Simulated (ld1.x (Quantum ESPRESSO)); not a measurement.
**What one change does to a pseudopotential (boron, ultrasoft)**

ld1.x (Quantum ESPRESSO) 7.5 input, shortened:

```
&input
   title='B', zed=5., rel=1, dft='PBE', iswitch=3,
   config='[He] 2s2 2p1'
 /
 &inputp
   pseudotype=3, tm=.true., lloc=-1, rcloc=1.85,
   nlcc=.false.,
   which_augfun='PSQ', rmatch_augfun=0.85
 /
4
2S  1  0   2.00   0.00  0.95  1.25  0.0
2S  1  0   0.00   0.10  0.95  1.25  0.0
2P  2  1   1.00   0.00  2.10  2.45  0.0
2P  2  1   0.00   0.25  2.10  2.45  0.0
 &test
   configts(1)='2s2 2p1'
 /
```

All-electron outer shells of the reference configuration (PBE, scalar-relativistic, ld1.x):

```json
{"shell": "1s", "level (eV)": "-180.59", "outermost node (bohr)": "–", "outermost maximum (bohr)": "0.21"}
{"shell": "2s", "level (eV)": "-9.44", "outermost node (bohr)": "0.46", "outermost maximum (bohr)": "1.52"}
{"shell": "2p", "level (eV)": "-3.61", "outermost node (bohr)": "–", "outermost maximum (bohr)": "1.57"}
```

Change: all radii scaled by about 0.89 (s 1.10, p 2.18 bohr, rcut 0.84/1.86); local potential all-electron potential smoothed inside 1.64 bohr (lloc = -1); augmentation PSQ, radius 0.76 bohr.

Cutoffs: the cutoffs (Ry, on a coarse ladder) from which the occupation-weighted sum of valence levels, in a spherical-Bessel basis at the reference potential, stays within 10 and 1 mRy of its value at 400 Ry; they do not see the model core or the augmentation charge, which bear on the density cutoff. Errors are all-electron minus pseudo energies relative to the spin-unpolarised reference configuration.

Q: Predict the effect on cutoff, ghosts and configuration errors.

A: The potential gets harder (25 Ry and 30 Ry → 30 Ry and 35 Ry); both files keep a bound ghost (s); of the 7 tests that both files solve, the error grows in 1 and shrinks in 3 by more than 15 % and 0.3 meV (median size 39.1 → 19.0 meV). A smaller radius makes the pseudo-wave follow the all-electron one further in, where it bends more sharply, so more plane waves are needed.

| quantity | base | changed |
| --- | --- | --- |
| cutoff, loose | 25 Ry | 30 Ry |
| cutoff, tight | 30 Ry | 35 Ry |
| loose cutoff by channel (10 mRy a level) | s 6 Ry, p 10 Ry | s 25 Ry, p 12 Ry |
| bound ghosts | s | s |
| error for 2s2 2p0, meV [ΔE 8.22 eV] | +39 | +19 |
| error for 2s1 2p0, meV [ΔE 33.64 eV] | +78 | +61 |
| error for 2s2 2p0.5, meV [ΔE 2.89 eV] | +6.3 | +4.6 |
| error for 2s1 2p2, meV [ΔE 5.85 eV] | +59 | +59 |
| error for 2s0 2p3, meV [ΔE 11.72 eV] | +249 | +303 |
| error for 2s1 2p1, meV [ΔE 14.36 eV] | +14 | +15 |
| error for 2s2 2p1.3, meV [ΔE -0.74 eV] | +0.8 | +0.7 |
| lowest overlap eigenvalue by channel | s 0.57, p 0.95 | s 0.70, p 0.93 |

 A true bound ghost makes a file unfit for plane-wave use even where its test errors are small: the radial tests pick states by their node count and pass the ghost by.
